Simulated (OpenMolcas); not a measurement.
## Cu2+ in a ligand field

Cu2+ with 4 ligands (chloride) in square-planar coordination (D4h) at 2.26 Å. A charge of +0.5 e stands 2.8 Å behind each ligand. Ligand basis ANO-RCC-VDZP.
```
Cu    0.0000    0.0000    0.0000
Cl    2.2600    0.0000    0.0000
Cl    0.0000    2.2600    0.0000
Cl   -2.2600    0.0000    0.0000
Cl    0.0000   -2.2600    0.0000
```

```yaml
Program: OpenMolcas
Method: CASSCF
Basis: ANO-RCC-VDZP [5s4p2d1f]
Scalar_Hamiltonian: DKH2, point nucleus
Active_space: 9 electrons in 5 orbitals (3d)
State_averaging: 2S+1 = 2 even, 5 roots
Spin-orbit_coupling: RASSI with atomic mean-field integrals over the reference wave functions
```

The lowest spin-free states (labels of D4, the rotations of D4h), above the lowest:

```csv
State,Degeneracy,E (cm-1),Free-ion L (%)
2B1,1,0.0,D (100)
2B2,1,7030,D (100)
2E,2,8738,D (100)
2A1,1,9391,D (100)
```

The lowest levels with spin-orbit coupling:

| E (cm-1) | Degeneracy | Label | 2S+1 | g |
| --- | --- | --- | --- | --- |
| 0.0 | 2 | E3/2 | 2 | 2.12 2.12 2.75 |
| 6969 | 2 | E3/2 | 2 | 0.59 2.61 2.61 |
| 8385 | 2 | E1/2 | 2 | 0.86 3.25 3.25 |
| 8753 | 2 | E3/2 | 2 | 0.49 0.49 3.30 |
| 10397 | 2 | E1/2 | 2 | 1.10 1.25 1.25 |

Powder χT (cm3 K/mol): 0.517 at 2 K, 0.518 at 10 K, 0.523 at 50 K, 0.528 at 100 K, 0.539 at 200 K, 0.55 at 300 K. The effective moment at 300 K is 2.828 √(χT) = 2.10 μB.

The lowest level has 2S+1 = 2, for which the spin-only value is χT = S(S+1) / 2 = 0.375 cm3 K/mol (g = 2). The computed 0.550 at 300 K differs by +0.175, through orbital momentum, spin-orbit coupling and any other state in reach.

Metal share of the active 3d orbitals (Löwdin): 90, 98, 98, 98, 98 %; Mulliken charge of the metal 0.97.

Ligand-to-metal charge-transfer states are missing. With metal d orbitals alone and no dynamic correlation the field as a rule comes out too small, by tens of per cent, by up to half for chloride and softer ligands, and the orbital part of g and χT, which goes as 1/10Dq, too large. The distance lies 3 % under the 2.33 Å that this model takes as the normal distance (a Shannon-type radius plus a fixed donor radius); by an R⁻⁵ law this alone changes a d-shell field by about +16 %. No measured value stands beside these numbers; the geometry is a model, was not optimised and need not be the one that this ion takes.

The RASSCF and RASSI steps took 5.5 s on 1 thread of Arm Neoverse V1, with other jobs on the host; the integral step is not counted.
